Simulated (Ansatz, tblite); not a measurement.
Forces on the cluster Mo3O9⁻ at its PBE-D4/def2-SVP geometry. Charge -1, multiplicity 2.

In the def2 sets Mo takes a core potential; there is no spin–orbit coupling. The xTB rows come from tblite. The structure holds one bond between oxygen atoms, so isomers without such links may lie far lower. The structure comes from a short search, and lower isomers may exist.

GFN1-xTB (tblite), largest force 2.80 eV/Å:

```xyz
12
positions Å, forces eV/Å
Mo    0.076   -1.969   -0.160    0.560   -1.480   -0.326
Mo   -1.557   -0.108    1.213   -1.104    0.451    1.103
Mo    0.789    1.431   -1.001    1.095    0.770    0.249
O     2.656    1.622   -0.572   -2.535    1.072    0.526
O    -1.052   -0.176    2.849   -0.312    0.112   -1.894
O     0.342    2.131   -2.477    0.416   -0.669    1.399
O    -0.790    1.197    0.124    0.736   -1.396   -0.064
O     1.807    2.594    0.146    0.244   -2.112   -1.825
O     1.116   -2.636    1.028   -1.091    0.988   -1.245
O    -3.224   -0.440    0.986    1.914    0.342   -0.026
O    -0.867   -3.133   -0.995    0.903    1.513    0.830
O     0.705   -0.514   -1.143   -0.827    0.411    1.273
```

GFN2-xTB (tblite), largest force 2.64 eV/Å:

```
Mo 0.555 -1.080 -0.282
Mo -0.783 0.470 0.866
Mo 0.943 1.454 -0.859
O -2.090 1.391 0.827
O -0.563 -0.002 -2.193
O 0.514 -0.782 1.666
O -0.079 -1.863 0.371
O 0.804 -1.926 -1.622
O -1.431 0.971 -1.471
O 2.216 0.330 0.218
O 1.131 1.583 1.134
O -1.216 -0.547 1.345
```

PBE0-D4/def2-SVP (Ansatz), largest force 1.81 eV/Å:

```
Mo 0.507 -0.570 -0.422
Mo -0.482 0.589 0.439
Mo 0.458 1.284 -1.185
O -0.884 0.402 0.292
O -0.460 0.025 -1.395
O 0.352 -0.648 1.294
O -0.579 -0.894 0.874
O 0.168 -0.803 -0.597
O -0.924 0.544 -1.003
O 1.424 0.229 0.228
O 0.792 0.964 0.765
O -0.374 -1.123 0.708
```
